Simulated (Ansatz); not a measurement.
`CN[SiH2]Cl`, relaxed with RKS PBE-D4/def2-SVP in the Gaussian-basis code of Ansatz from a rough embedded geometry. The force threshold is 0.03 eV/Å; the program also tests the step.

The species carries charge 0 and has multiplicity 1.

Start:

```xyz
10

C     1.285    0.505    0.211
N     0.188    0.091   -0.590
Si   -1.312   -0.342    0.045
Cl   -2.583   -0.856   -1.403
H     2.163    0.736   -0.454
H     1.702   -0.339    0.851
H     1.123    1.370    0.847
H     0.453   -0.622   -1.197
H    -1.118   -1.425    0.952
H    -1.901    0.882    0.737
```

(1) By how much does the energy fall, and how many steps does the optimiser take? (An estimate is asked.)

(2) Which bonds change most? (Estimate.)

(3) Give the relaxed structure. (An estimate is asked.)

## Answers

(1) The calculation gave: 14.75 kcal/mol, in 17 steps.

(2) Computed: Si3–Cl4 from 1.994 to 2.106 Å; Si3–H9 from 1.425 to 1.498 Å; N2–H8 from 0.974 to 1.024 Å; N2–Si3 from 1.686 to 1.727 Å.

(3) The calculation gave: 
```xyz
10

C     1.291    0.608    0.032
N     0.404   -0.544    0.073
Si   -1.319   -0.447    0.147
Cl   -2.253    0.264   -1.601
H     1.473    1.003   -0.995
H     2.278    0.371    0.485
H     0.854    1.437    0.626
H     0.792   -1.378   -0.378
H    -1.832   -1.835    0.381
H    -1.686    0.521    1.230
```
